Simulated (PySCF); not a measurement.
**How methods differ on the excitation energy of Tl⁺**

Tl⁺ [Xe] 4f14 5d10 6s2 (1S) → Tl⁺ [Xe] 4f14 5d10 6s1 6p1 (3P), as a difference of total energies. All numbers are calculated (PySCF 2.14, a scalar-relativistic core potential, in aug-cc-pVTZ-PP with ECP60MDF). Correlated levels: valence: 5s2 5p6 5d10 frozen. The calculations carry no spin-orbit coupling.

```tsv
method	excitation energy (cm⁻¹)	error (cm⁻¹)
UHF	45476	-11776
LDA	62026	+4773
PBE	59758	+2506
PBE0	57035	-217
r2SCAN	57331	+79
r2SCAN0	55571	-1681
wB97M-V	55914	-1339
LC-wPBE	53875	-3377
PW91	59860	+2607
MP2 (valence)	49416	-7836
SCS-MP2 (valence)	50583	-6670
```

Reference: 57252 cm⁻¹ (measured; NIST levels, between the centres of gravity of the two terms).

Errors of the correlated levels include the incompleteness of this basis and the frozen core.
